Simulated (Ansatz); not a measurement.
Geometry optimisation, Ansatz 0.2.0, RKS LDA/def2-SVP.

The input (input.yaml):

```yaml
crystal:
  periodic: [false, false, false]
  atoms:
    - { symbol: Si, position_ang: [0.0, 0.0, 0.0] }
    - { symbol: O, position_ang: [0.0, 0.0, 2.03] }
    - { symbol: Si, position_ang: [-1.3147, -0.4067, 2.9936] }
    - { symbol: H, position_ang: [-2.239, -1.2403, 2.2304] }
    - { symbol: H, position_ang: [-0.8506, -1.1432, 4.1657] }
    - { symbol: H, position_ang: [-1.9987, 0.8095, 3.4233] }
    - { symbol: F, position_ang: [1.4994, 0.0, -0.5295] }
    - { symbol: F, position_ang: [-0.7489, 1.2974, -0.5295] }
    - { symbol: F, position_ang: [-0.7489, -1.2974, -0.5295] }
    - { symbol: F, position_ang: [0.9864, -1.498, 0.596] }
    - { symbol: H, position_ang: [0.6626, -1.0062, 1.6424] }
basis:
  gaussian: { orbitals: def2-SVP }
hamiltonian:
  xc: lda
relax:
  f_tol: 0.15
  max_steps: 25
  restrain:
    - { distance: [0, 9], at: 1.59, k: 30.0 }
    - { distance: [10, 1], at: 1.01, k: 30.0 }
    - { distance: [0, 1], at: 2.88, k: 30.0 }
    - { distance: [10, 9], at: 2.12, k: 30.0 }
```

Launched with:

```bash
$ ansatz run input.yaml --threads 4 --pin off --max-ram 5120MiB --backend cpu --events-out ev --progress --plain --runs-dir out
```

Q: Where does it end, and by what steps?

A: The forces met the threshold. The restraints hold the end off the free minimum; the threshold counts their pulls, which the force column leaves out. Restrained pairs: Si1–F10 (1.89 → 1.59 Å), O2–H11 (1.27 → 0.99 Å), Si1–O2 (2.03 → 2.87 Å), F10–H11 (1.20 → 2.12 Å). After 15 steps the energy has fallen by 2.550 eV (the restraints' own energy left out); F9 moved furthest, 1.60 Å.

```json
{"step": "0", "energy less start (eV)": "0.0000", "largest force component (eV/Å)": "4.949", "accepted": "yes"}
{"step": "1", "energy less start (eV)": "0.3015", "largest force component (eV/Å)": "4.051", "accepted": "yes"}
{"step": "2", "energy less start (eV)": "0.2423", "largest force component (eV/Å)": "3.657", "accepted": "yes"}
{"step": "3", "energy less start (eV)": "-0.5266", "largest force component (eV/Å)": "2.394", "accepted": "yes"}
{"step": "4", "energy less start (eV)": "-1.3145", "largest force component (eV/Å)": "1.349", "accepted": "yes"}
{"step": "5", "energy less start (eV)": "-1.6971", "largest force component (eV/Å)": "1.220", "accepted": "yes"}
{"step": "6", "energy less start (eV)": "-2.0952", "largest force component (eV/Å)": "0.696", "accepted": "yes"}
{"step": "7", "energy less start (eV)": "-2.2762", "largest force component (eV/Å)": "0.643", "accepted": "yes"}
{"step": "8", "energy less start (eV)": "-2.3100", "largest force component (eV/Å)": "0.601", "accepted": "yes"}
{"step": "9", "energy less start (eV)": "-2.3521", "largest force component (eV/Å)": "0.639", "accepted": "yes"}
{"step": "10", "energy less start (eV)": "-2.3969", "largest force component (eV/Å)": "0.597", "accepted": "yes"}
{"step": "11", "energy less start (eV)": "-2.4392", "largest force component (eV/Å)": "0.664", "accepted": "yes"}
{"step": "12", "energy less start (eV)": "-2.5109", "largest force component (eV/Å)": "0.532", "accepted": "yes"}
{"step": "13", "energy less start (eV)": "-2.5324", "largest force component (eV/Å)": "0.635", "accepted": "yes"}
{"step": "14", "energy less start (eV)": "-2.5468", "largest force component (eV/Å)": "0.497", "accepted": "yes"}
{"step": "15", "energy less start (eV)": "-2.5498", "largest force component (eV/Å)": "0.510", "accepted": "yes"}
```

```xyz
11
Properties=species:S:1:pos:R:3
Si 0.033 -0.431 -0.444
O 0.331 -0.143 2.396
Si -1.170 -0.260 3.131
H -2.044 -1.264 2.421
H -1.035 -0.682 4.572
H -1.776 1.108 3.058
F 1.187 0.648 -0.383
F -1.343 0.131 0.120
F -0.208 -0.829 -1.962
F 0.467 -1.762 0.318
H 0.806 -1.002 2.267
```

The run took 6.2 s on 4 threads of AMD EPYC 9R45 (Zen 5) (shared host), peak memory 0.19 GiB.
